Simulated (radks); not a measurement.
The numbers below are computed, except where a source is named.
Isoelectronic series with 10 electrons, each ion in its NIST ground configuration. Code: a radial shooting solver on a logarithmic mesh with Libxc functionals. Model: Dirac Kohn-Sham, LDA (Slater exchange, Perdew-Wang correlation), spin-unpolarised, spherical densities, point nucleus. Total energies (hartree) and mean radii <r> (bohr):

| ion | configuration | E (hartree) | 2p3/2 | 2p1/2 |
|---|---|---|---|---|
| Ne | [Ne] | -128.37490 | 0.9825 | 0.9794 |
| Al3+ | [Ne] | -239.79501 | 0.5983 | 0.5961 |
| S6+ | [Ne] | -387.66341 | 0.4365 | 0.4343 |
| K9+ | [Ne] | -572.11628 | 0.3445 | 0.3422 |
| Ti12+ | [Ne] | -793.38612 | 0.2848 | 0.2823 |
| Mn15+ | [Ne] | -1051.76812 | 0.2428 | 0.2401 |
| Ni18+ | [Ne] | -1347.61522 | 0.2116 | 0.2086 |
| Ga21+ | [Ne] | -1681.33853 | 0.1875 | 0.1842 |
| Se24+ | [Ne] | -2053.40974 | 0.1683 | 0.1648 |
| Rb27+ | [Ne] | -2464.36465 | 0.1527 | 0.1488 |
| Zr30+ | [Ne] | -2914.80747 | 0.1396 | 0.1355 |
| Tc33+ | [Ne] | -3405.41607 | 0.1286 | 0.1242 |
| Pd36+ | [Ne] | -3936.94817 | 0.1192 | 0.1145 |
| In39+ | [Ne] | -4510.24848 | 0.1110 | 0.1061 |
| Te42+ | [Ne] | -5126.25719 | 0.1039 | 0.09862 |
| Cs45+ | [Ne] | -5786.0199 | 0.09758 | 0.09202 |
| Ce48+ | [Ne] | -6490.6990 | 0.09197 | 0.08610 |
| Pm51+ | [Ne] | -7241.5879 | 0.08695 | 0.08077 |
| Gd54+ | [Ne] | -8040.1265 | 0.08243 | 0.07593 |
| Ho57+ | [Ne] | -8887.9211 | 0.07833 | 0.07151 |
| Yb60+ | [Ne] | -9786.7672 | 0.07460 | 0.06745 |
| Ta63+ | [Ne] | -10738.6772 | 0.07119 | 0.06370 |
